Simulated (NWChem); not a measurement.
System: Si3H8O; SMILES [SiH3]O[SiH2][SiH3]

Here is an NWChem input.

```
start job
memory heap 200 mb stack 900 mb global 1100 mb
geometry units angstroms
  Si     1.883789     1.161562     0.547022
  O      0.998606    -0.097550     0.059918
  Si    -0.175559    -1.013497    -0.595925
  Si    -2.218424    -0.138667     0.002682
  H      2.516262     1.736799    -0.638441
  H      2.852206     0.604480     1.486549
  H      0.976844     2.117689     1.183299
  H      0.100560    -1.016495    -2.039156
  H      0.126774    -2.352741    -0.077251
  H     -2.361076     1.299076    -0.264818
  H     -3.300927    -0.797380    -0.738438
  H     -2.545713    -0.304858     1.425066
end
basis spherical
  * library 6-31g*
end
dft
  xc b3lyp
  iterations 150
end
driver
  maxiter 120
end
task dft optimize
task dft freq
```

Output (shortened):

```
             Northwest Computational Chemistry Package (NWChem) 7.3.0
             --------------------------------------------------------

 C1  symmetry detected

                             Geometry "geometry" -> ""
                             -------------------------

 Output coordinates in angstroms (scale by  1.889725989 to convert to a.u.)

  No.       Tag          Charge          X              Y              Z
 ---- ---------------- ---------- -------------- -------------- --------------
    1 Si                  14.0000     0.48171457     2.23321117     0.02585993
    2 O                    8.0000    -0.43401520     0.91311136    -0.13212022
    3 Si                  14.0000    -1.04370773    -0.58657092     0.03213712
    4 Si                  14.0000     0.69039760    -2.09926913    -0.00758819
    5 H                    1.0000     0.16848310     2.83066313     1.32246297
    6 H                    1.0000     0.10731385     3.09162549    -1.09388638
    7 H                    1.0000     1.88078739     1.80926107    -0.04075875
    8 H                    1.0000    -1.81161049    -0.55401341     1.28450758
    9 H                    1.0000    -1.99859216    -0.67447890    -1.07893010
   10 H                    1.0000     1.78164365    -1.79111688     0.92688226
   11 H                    1.0000     0.21560677    -3.44069549     0.35313802
   12 H                    1.0000     1.33082741    -2.23933155    -1.32217785

 Effective nuclear repulsion energy (a.u.)     279.4847771201

                                Z-matrix (autoz)
                                --------

 Units are Angstrom for bonds and degrees for angles

      Type          Name      I     J     K     L     M      Value
      ----------- --------  ----- ----- ----- ----- ----- ----------
    1 Stretch                  1     2                       1.61437
    2 Stretch                  1     5                       1.46159
    3 Stretch                  1     6                       1.45975
    4 Stretch                  1     7                       1.46341
    5 Stretch                  2     3                       1.62719
    6 Stretch                  3     4                       2.30151
    7 Stretch                  3     8                       1.46941
    8 Stretch                  3     9                       1.46765
    9 Stretch                  4    10                       1.46936
   10 Stretch                  4    11                       1.46798
   11 Stretch                  4    12                       1.46898
   12 Bend                     1     2     3               162.99939
   13 Bend                     2     1     5               107.42797
   14 Bend                     2     1     6               105.08855
   15 Bend                     2     1     7               107.51471
   16 Bend                     2     3     4               108.76583
   17 Bend                     2     3     8               105.15462
   18 Bend                     2     3     9               102.85974
   19 Bend                     3     4    10               114.25235
   20 Bend                     3     4    11               110.65039
   21 Bend                     3     4    12               113.99143
   22 Bend                     4     3     8               115.02593
   23 Bend                     4     3     9               115.96257
   24 Bend                     5     1     6               112.65276
   25 Bend                     5     1     7               111.32705
   26 Bend                     6     1     7               112.37364
   27 Bend                     8     3     9               107.85063
   28 Bend                    10     4    11               105.99563
   29 Bend                    10     4    12               105.38751
   30 Bend                    11     4    12               105.88940
   31 Torsion                  1     2     3     4         -44.96038
   32 Torsion                  1     2     3     8          78.74331
   33 Torsion                  1     2     3     9        -168.45253
   34 Torsion                  2     3     4    10          51.32211
   35 Torsion                  2     3     4    11         170.84561
   36 Torsion                  2     3     4    12         -69.94670
   37 Torsion                  3     2     1     5         -73.43516
   38 Torsion                  3     2     1     6         166.38444
   39 Torsion                  3     2     1     7          46.48464
   40 Torsion                  8     3     4    10         -66.28010
   41 Torsion                  8     3     4    11          53.24340
   42 Torsion                  8     3     4    12         172.45109
   43 Torsion                  9     3     4    10         166.59209
   44 Torsion                  9     3     4    11         -73.88441
   45 Torsion                  9     3     4    12          45.32328

                           NWChem Geometry Optimization
                           ----------------------------

 maximum gradient threshold         (gmax) =   0.000450
 rms gradient threshold             (grms) =   0.000300
 maximum cartesian step threshold   (xmax) =   0.001800
 rms cartesian step threshold       (xrms) =   0.001200
 fixed trust radius                (trust) =   0.300000
 source of zmatrix                         =   autoz

          -------------------
          Energy Minimization
          -------------------

 Using diagonal initial Hessian
 Scaling for Hessian diagonals: bonds = 1.00  angles = 0.25  torsions = 0.10

          --------
          Step   0

                                 NWChem DFT Module
                                 -----------------

 Summary of "ao basis" -> "ao basis" (spherical)
 ------------------------------------------------------------------------------
       Tag                 Description            Shells   Functions and Types
 ---------------- ------------------------------  ------  ---------------------
 Si                          6-31g*                  8       18   4s3p1d
 O                           6-31g*                  6       14   3s2p1d
 H                           6-31g*                  2        2   2s

            General Information
            -------------------
          SCF calculation type: DFT
          Wavefunction type:  closed shell.
          No. of atoms     :    12
          No. of electrons :    58
           Alpha electrons :    29
            Beta electrons :    29
          Charge           :     0
          Spin multiplicity:     1
          Use of symmetry is: off; symmetry adaption is: off
          Maximum number of iterations: 150
          AO basis - number of functions:    84
                     number of shells:    46
          Convergence on energy requested:  1.00D-06
          Convergence on density requested:  1.00D-05
          Convergence on gradient requested:  5.00D-04

              XC Information
              --------------
                         B3LYP Method XC Potential
                     Hartree-Fock (Exact) Exchange  0.200
                        Slater Exchange Functional  0.800 local
                    Becke 1988 Exchange Functional  0.720 non-local
              Lee-Yang-Parr Correlation Functional  0.810
                  VWN I RPA Correlation Functional  0.190 local

[...]

      ----------------------
      Optimization converged
      ----------------------

  Step       Energy      Delta E   Gmax     Grms     Xrms     Xmax
  ---- ---------------- -------- -------- -------- -------- --------
@   24    -948.57204747 -2.8D-07  0.00005  0.00001  0.00052  0.00138
                                     ok       ok       ok       ok

                                Z-matrix (autoz)
                                --------

 Units are Angstrom for bonds and degrees for angles

      Type          Name      I     J     K     L     M      Value     Gradient
      ----------- --------  ----- ----- ----- ----- ----- ---------- ----------
    1 Stretch                  1     2                       1.64913    0.00000
    2 Stretch                  1     5                       1.48741   -0.00002
    3 Stretch                  1     6                       1.48409   -0.00003
    4 Stretch                  1     7                       1.48869   -0.00002
    5 Stretch                  2     3                       1.65563   -0.00005
    6 Stretch                  3     4                       2.35563   -0.00003
    7 Stretch                  3     8                       1.49169   -0.00002
    8 Stretch                  3     9                       1.48821   -0.00004
    9 Stretch                  4    10                       1.48974   -0.00001
   10 Stretch                  4    11                       1.49100   -0.00001
   11 Stretch                  4    12                       1.48925   -0.00002
   12 Bend                     1     2     3               153.91499   -0.00001
   13 Bend                     2     1     5               110.58242    0.00001
   14 Bend                     2     1     6               108.75940    0.00000
   15 Bend                     2     1     7               110.67993    0.00001
   16 Bend                     2     3     4               112.91592    0.00001
   17 Bend                     2     3     8               109.73718    0.00000
   18 Bend                     2     3     9               107.88425    0.00000
   19 Bend                     3     4    10               111.56754    0.00000
   20 Bend                     3     4    11               108.77742   -0.00001
   21 Bend                     3     4    12               111.73780   -0.00000
   22 Bend                     4     3     8               108.93258   -0.00001
   23 Bend                     4     3     9               109.49817   -0.00001
   24 Bend                     5     1     6               109.17936   -0.00001
   25 Bend                     5     1     7               108.55149   -0.00001
   26 Bend                     6     1     7               109.05959   -0.00001
   27 Bend                     8     3     9               107.74119    0.00000
   28 Bend                    10     4    11               108.15314    0.00001
   29 Bend                    10     4    12               108.20444    0.00000
   30 Bend                    11     4    12               108.28603    0.00001
   31 Torsion                  1     2     3     4         -47.38520    0.00002
   32 Torsion                  1     2     3     8          74.34476    0.00001
   33 Torsion                  1     2     3     9        -168.52918    0.00002
   34 Torsion                  2     3     4    10          61.62134    0.00000
   35 Torsion                  2     3     4    11        -179.15402   -0.00000
   36 Torsion                  2     3     4    12         -59.66035   -0.00000
   37 Torsion                  3     2     1     5         -73.68196   -0.00001
   38 Torsion                  3     2     1     6         166.43987   -0.00001
   39 Torsion                  3     2     1     7          46.64969   -0.00001
   40 Torsion                  8     3     4    10         -60.56119   -0.00000
   41 Torsion                  8     3     4    11          58.66345   -0.00000
   42 Torsion                  8     3     4    12         178.15712   -0.00000
   43 Torsion                  9     3     4    10        -178.15489    0.00000
   44 Torsion                  9     3     4    11         -58.93025    0.00000
   45 Torsion                  9     3     4    12          60.56342    0.00000

                         Geometry "geometry" -> "geometry"
                         ---------------------------------

 Output coordinates in angstroms (scale by  1.889725989 to convert to a.u.)

[...]

 Rotational Constants
 --------------------
 A=   0.209118 cm-1  (  0.300868 K)
 B=   0.047993 cm-1  (  0.069050 K)
 C=   0.040849 cm-1  (  0.058771 K)

 Temperature                      =   298.15K
 frequency scaling parameter      =   1.0000

 Zero-Point correction to Energy  =   45.359 kcal/mol  (  0.072284 au)
 Thermal correction to Energy     =   50.784 kcal/mol  (  0.080929 au)
 Thermal correction to Enthalpy   =   51.376 kcal/mol  (  0.081873 au)

 Total Entropy                    =   96.349 cal/mol-K
   - Translational                =   39.929 cal/mol-K (mol. weight = 107.9883)
   - Rotational                   =   27.754 cal/mol-K (symmetry #  =        1)
   - Vibrational                  =   28.665 cal/mol-K

 Cv (constant volume heat capacity) =   28.063 cal/mol-K
   - Translational                  =    2.979 cal/mol-K
   - Rotational                     =    2.979 cal/mol-K
   - Vibrational                    =   22.104 cal/mol-K

[normal modes left out]

 ----------------------------------------------------------------------------
 Normal Eigenvalue ||           Projected Infra Red Intensities
  Mode   [cm**-1]  || [atomic units] [(debye/angs)**2] [(KM/mol)] [arbitrary]
 ------ ---------- || -------------- ----------------- ---------- -----------
    1       -0.000 ||    0.000032           0.001         0.031       0.003
    2        0.000 ||    0.000007           0.000         0.007       0.001
    3        0.000 ||    0.000001           0.000         0.001       0.000
    4        0.000 ||    0.000003           0.000         0.003       0.000
    5        0.000 ||    0.000000           0.000         0.000       0.000
    6        0.000 ||    0.000003           0.000         0.003       0.000
    7       17.168 ||    0.001324           0.031         1.291       0.142
    8       34.119 ||    0.000165           0.004         0.161       0.018
    9       45.589 ||    0.000864           0.020         0.842       0.093
   10      105.241 ||    0.000519           0.012         0.506       0.056
   11      165.429 ||    0.008505           0.196         8.291       0.912
   12      364.325 ||    0.023756           0.548        23.158       2.548
   13      405.945 ||    0.004818           0.111         4.697       0.517
   14      521.910 ||    0.020166           0.465        19.659       2.163
   15      581.678 ||    0.001855           0.043         1.809       0.199
   16      623.281 ||    0.001166           0.027         1.136       0.125
   17      729.933 ||    0.037403           0.863        36.462       4.012
   18      735.629 ||    0.036581           0.844        35.661       3.923
   19      760.981 ||    0.036208           0.835        35.297       3.883
   20      847.412 ||    0.737312          17.010       718.768      79.080
   21      920.603 ||    0.054320           1.253        52.954       5.826
   22      942.872 ||    0.038960           0.899        37.981       4.179
   23      950.164 ||    0.041324           0.953        40.285       4.432
   24      963.443 ||    0.099933           2.306        97.419      10.718
   25      965.628 ||    0.119621           2.760       116.612      12.830
   26      970.178 ||    0.235540           5.434       229.616      25.263
   27     1020.607 ||    0.269760           6.224       262.975      28.933
   28     1125.919 ||    0.422427           9.746       411.803      45.307
   29     2219.101 ||    0.119991           2.768       116.973      12.869
   30     2229.570 ||    0.078703           1.816        76.724       8.441
   31     2237.703 ||    0.010319           0.238        10.059       1.107
   32     2241.926 ||    0.172964           3.990       168.614      18.551
   33     2245.842 ||    0.180211           4.158       175.679      19.328
   34     2248.152 ||    0.226226           5.219       220.537      24.264
   35     2252.779 ||    0.192831           4.449       187.982      20.682
   36     2270.938 ||    0.182697           4.215       178.102      19.595
 ----------------------------------------------------------------------------
```

Level: B3LYP/6-31G* (spherical d). B3LYP is NWChem's, with the RPA form of VWN correlation.
